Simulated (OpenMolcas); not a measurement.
# Nb III: effect of the basis set

```json
{
 "Program": "OpenMolcas 26.06",
 "Method": "MS-CASPT2, IPEA 0.25 Eh, imaginary shift 0.1 Eh (closed shells correlated: 4s 4p)",
 "Active space": "3 electrons in 6 orbitals (4d 5s)",
 "State averaging": "2S+1 = 4 even, 20 roots; 2S+1 = 2 even, 70 roots kept (CI in the orbitals of an earlier block)",
 "Spin-orbit coupling": "RASSI with atomic mean-field integrals over the reference wave functions, term energies averaged over their components"
}
```

A. ANO-R1 [6s4p3d1f], X2C, finite nucleus; CASPT2 step roughly 19 core-seconds
B. ANO-R2 [7s5p4d2f1g], X2C, finite nucleus; CASPT2 step about 40 core-seconds
C. ANO-RCC-VTZP [7s6p4d2f1g], DKH2, point nucleus; CASPT2 step about 30 core-seconds
D. ANO-RCC-VQZP [8s7p5d3f2g1h], DKH2, point nucleus; CASPT2 step roughly 110 core-seconds
E. ANO-R3 [8s6p6d3f2g1h], X2C, finite nucleus; CASPT2 step roughly 90 core-seconds

Energies in cm⁻¹ above 4d³ ⁴F_3/2, the measured ground level; measured values from the list in Shadmi, J. Res. Natl. Bur. Stand. 70A, 435 (1966).

```json
{"Level": "4d³ ⁴F_3/2", "A": "0.0", "B": "0.0", "C": "0.0", "D": "0.0", "E": "0.0", "Measured": "0.0"}
{"Level": "4d³ ⁴F_5/2", "A": "547", "B": "532", "C": "538", "D": "532", "E": "539", "Measured": "516"}
{"Level": "4d³ ⁴F_7/2", "A": "1247", "B": "1211", "C": "1225", "D": "1211", "E": "1225", "Measured": "1177"}
{"Level": "4d³ ⁴F_9/2", "A": "2060", "B": "1994", "C": "2020", "D": "1990", "E": "2010", "Measured": "1939"}
{"Level": "4d³ ⁴P_3/2 [69 %]", "A": "9190", "B": "8780", "C": "8830", "D": "8760", "E": "8760", "Measured": "8608"}
{"Level": "4d³ ⁴P_1/2", "A": "9270", "B": "8870", "C": "8910", "D": "8870", "E": "8890", "Measured": "8664"}
{"Level": "4d³ ⁴P_5/2", "A": "10230", "B": "9830", "C": "9860", "D": "9860", "E": "9880", "Measured": "9594"}
{"Level": "4d³ ²G_7/2", "A": "10360", "B": "9620", "C": "9690", "D": "9330", "E": "9310", "Measured": "9236"}
{"Level": "4d³ ²G_9/2", "A": "10980", "B": "10200", "C": "10290", "D": "9910", "E": "9880", "Measured": "9804"}
{"Level": "4d³ ²P_1/2", "A": "11420", "B": "10840", "C": "11010", "D": "10740", "E": "10730", "Measured": ""}
{"Level": "4d³ ²D_3/2(1) [70 %]", "A": "13810", "B": "13330", "C": "13480", "D": "13140", "E": "13110", "Measured": ""}
{"Level": "4d³ ²D_5/2(1)", "A": "14010", "B": "13570", "C": "13690", "D": "13360", "E": "13320", "Measured": "13094"}
{"Level": "4d³ ²H_9/2", "A": "14750", "B": "13520", "C": "13700", "D": "13160", "E": "13080", "Measured": "12916"}
{"Level": "4d³ ²H_11/2", "A": "15140", "B": "13870", "C": "14050", "D": "13500", "E": "13420", "Measured": "13264"}
{"Level": "4d³ ²F_7/2", "A": "21380", "B": "20270", "C": "20480", "D": "19980", "E": "19960", "Measured": "19861"}
{"Level": "4d³ ²F_5/2", "A": "21450", "B": "20380", "C": "20610", "D": "20100", "E": "20080", "Measured": "19975"}
{"Level": "4d² 5s ⁴F_3/2", "A": "25020", "B": "25240", "C": "26500", "D": "25630", "E": "25400", "Measured": "25220"}
{"Level": "4d² 5s ⁴F_5/2", "A": "25530", "B": "25730", "C": "26990", "D": "26110", "E": "25890", "Measured": ""}
{"Level": "4d² 5s ⁴F_7/2", "A": "26230", "B": "26410", "C": "27680", "D": "26790", "E": "26580", "Measured": ""}
{"Level": "4d² 5s ⁴F_9/2", "A": "27100", "B": "27260", "C": "28550", "D": "27650", "E": "27440", "Measured": "27374"}
{"Level": "4d² 5s ⁴P_1/2", "A": "34640", "B": "34930", "C": "36340", "D": "35250", "E": "35320", "Measured": "34514"}
{"Level": "4d² 5s ⁴P_3/2", "A": "34930", "B": "35170", "C": "36570", "D": "35470", "E": "35540", "Measured": ""}
{"Level": "4d² 5s ²F_7/2", "A": "35660", "B": "34660", "C": "35480", "D": "34460", "E": "34560", "Measured": "35079"}
{"Level": "4d³ ²D_3/2(2) [52 %]", "A": "36600", "B": "32940", "C": "32930", "D": "32610", "E": "32480", "Measured": ""}
```

Deviations, from unrounded energies. A percentage is the sum of absolute deviations over the sum of measured energies, with the sign that they share, or ± where signs differ.

| Against measurement | Levels | A | B | C | D | E |
| --- | --- | --- | --- | --- | --- | --- |
| mean absolute deviation (cm-1) | 17 | 770 | 290 | 580 | 230 | 190 |
| fine structure of the ground term (%) | 3 | +6.0 | +2.9 | +4.1 | +2.8 | +3.9 |
| other terms of the ground configuration (%) | 10 | +9.4 | +3.1 | +4.1 | +1.5 | +1.2 |
| other configurations (%) | 4 | ±1.0 | ±0.8 | +3.8 | ±1.7 | ±1.3 |

E lies closest to measurement on these levels and A furthest from it. The largest miss of E in the table is 4d² 5s ⁴P_1/2, by +810 cm-1. The ranking rests on the paired levels alone, and a cruder setting can come out closer through cancelling errors.

The two smallest mean deviations differ by little beside CASPT2's spread within terms, so their order carries little weight.

Among A to E the level of the table that moves most is 4d³ ²D_3/2(2) [52 %], by 4100 cm-1 (lowest in E, highest in A). Moves below CASPT2's spread within the term are not significant.

CASPT2 breaks the degeneracy within a term, and the mean is taken; among the terms shown or strongly mixed into the levels shown the widest spread is 1000 cm-1 (4d² 5s ²F, D). Terms from blocks run as CI alone lack orbitals of their own. A single d shell beside an s shell can misplace configurations of different d count against each other. The CASPT2 spread within a term exceeds the gap to the next term for 4d² 5s ²F and 4d² 5s ⁴P, so the order of their levels is uncertain, and so are names and mixing where such terms share a J (figures for A; the like holds for D, E). Configurations are named by rounded mean occupations; where the s occupation lies near a half they are strongly mixed, a name can repeat and a true partner stay unpaired (holds for A; C). Measured partners are found by configuration, term and J. A level has none where our copy of the source lacks it or the pairing is in doubt (some pairs that miss far off the trend of their configuration count as doubtful), and it then counts in no deviation. Levels of configurations outside the active space are missing. Levels that lie high or do not pair safely by name in every column are left out.

A share in square brackets marks a mixed level and gives the weight of the term that names it, the lowest over the columns. A number in round brackets counts repeated terms of one configuration in the order of the reference energies.
